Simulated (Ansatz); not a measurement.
Isolated molecules relaxed with PBE0-D4/def2-TZVP in Ansatz; ΔE leaves out vibrations. CCSD(T)/CBS is the MP2 limit (def2-TZVPP, def2-QZVPP) plus CCSD(T) − MP2 in def2-TZVPP, frozen cores. This one scheme is used for every species. DFT in def2-TZVPP. One conformer a species, not always the lowest.

Reaction (redistribution): `[SiH3]BCS[SiH3]` + `OBCl` → `[SiH3]BCl` + `OBCS[SiH3]`

```
             level  ΔE (kJ/mol)
         r2SCAN-D4          3.4
           PBE0-D4          2.7
CCSD(T)/def2-TZVPP         -1.5
    CCSD/CBS(def2)         -0.4
```

What does CCSD(T)/CBS give? (An estimate is asked.)

The calculation gave: -0.3 kJ/mol. The listed levels differ from it by 3.7, 3.0, -1.2, -0.1 kJ/mol.

Largest T1 diagnostic among the species: 0.014.

The D4 term adds +4.9 kJ/mol with B3LYP and +2.8 kJ/mol with PBE0; it sums over pairs of atoms, weighted by their polarisabilities, and B3LYP, whose exchange is more repulsive, gets the larger term.

B3LYP here is the variant with VWN-RPA as its local correlation; programs differ in this.
